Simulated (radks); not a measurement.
Q: The mean radii <r> (bohr) of the occupied orbitals of an atom or ion are listed with their occupations. Method: non-relativistic Kohn-Sham, PBE, spin-polarised, spherical densities, point nucleus; computed with a radial shooting solver on a logarithmic mesh with Libxc functionals.

| orbital | occ. | <r> |
|---|---|---|
| 1s | 2 | 0.02924 |
| 2s | 2 | 0.1259 |
| 2p | 6 | 0.1073 |
| 3s | 2 | 0.3335 |
| 3p | 6 | 0.3237 |
| 3d | 10 | 0.2933 |
| 4s | 2 | 0.7288 |
| 4p | 6 | 0.7443 |

Name the element and its charge. Open shells, if any, are filled with parallel spins first.

A: Z = 52, tellurium, charge +16: Te16+ in [Kr]. The 1s radius gives Z: for a bare nucleus <r> = 1.5/Z, 0.02885 bohr for Z = 52, and screening makes it slightly larger (0.02924 here). The occupations add up to 36, and the charge is Z minus that.
